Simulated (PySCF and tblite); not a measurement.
The numbers below are computed, except where a source is named.
C5H8Cl2F2, numbered as in [CH3:1][C@@:2]([F:3])([Cl:4])[CH2:5][C@:6]([CH3:7])([F:8])[Cl:9].

Conformers came from 90 starts (ETKDG and KDG, MMFF94s, GFN2-xTB); geometries are GFN2-xTB. Free energies are PBE0-D3(BJ)/pcSseg-1 (IEF-PCM, benzene) single points with GFN2-xTB rigid-rotor and vibrational terms (modes under about 100 cm⁻¹ blended into free rotors). Symmetry numbers and mirror images are counted. Conformers within 2.5 kcal/mol (GFN2-xTB free energy) were kept, 6 at most. GIAO shieldings: PBE0/pcSseg-1 (IEF-PCM, benzene). Shifts are against TMS (¹H), TMS (¹³C), CFCl3 (¹⁹F) at the same level. Programs: PySCF with density fitting and tblite.

**Question.** List the conformer-averaged shifts at 298.15 K.

**Answer.** ¹H: 3.06 (H5, 2H), 2.08 (H1/H7, 6H) ppm. ¹³C: 122.4 (C2/C6), 61.7 (C5), 32.9 (C1/C7) ppm. ¹⁹F: -115.4 (F3/F8) ppm.

**Question.** How do the conformers differ?

**Answer.** Torsions listed: Cl4–C2–C5–C6, C2–C5–C6–Cl9.
```
conformer       shape  weight %
        1  179°, 179°      88.3
        2  171°, -81°       8.1
        3   84°, -49°       2.2
        4    73°, 73°       1.4
```

```json
{"signal": "H1/H7", "1": "2.06", "2": "2.24", "3": "2.09", "4": "2.16", "average": "2.08"}
{"signal": "H5", "1": "3.07", "2": "2.95", "3": "2.83", "4": "3.13", "average": "3.06"}
{"signal": "C1/C7", "1": "32.6", "2": "35.0", "3": "34.1", "4": "34.3", "average": "32.9"}
{"signal": "C2/C6", "1": "122.5", "2": "121.6", "3": "120.9", "4": "121.7", "average": "122.4"}
{"signal": "C5", "1": "61.8", "2": "62.0", "3": "59.3", "4": "60.5", "average": "61.7"}
{"signal": "F3/F8", "1": "-115.5", "2": "-117.8", "3": "-110.5", "4": "-103.4", "average": "-115.4"}
```

Unscaled ¹⁹F shifts at such levels can be off by tens of ppm; differences between conformers or isomers are more reliable. Shifts are unscaled: against experiment ¹³C can be off by 15 ppm or more and ¹H by 0.8 ppm.


Conformer gaps in pcSseg-1 on xTB geometries can be 2 kcal/mol off for S=O, P=O and other polar bonds.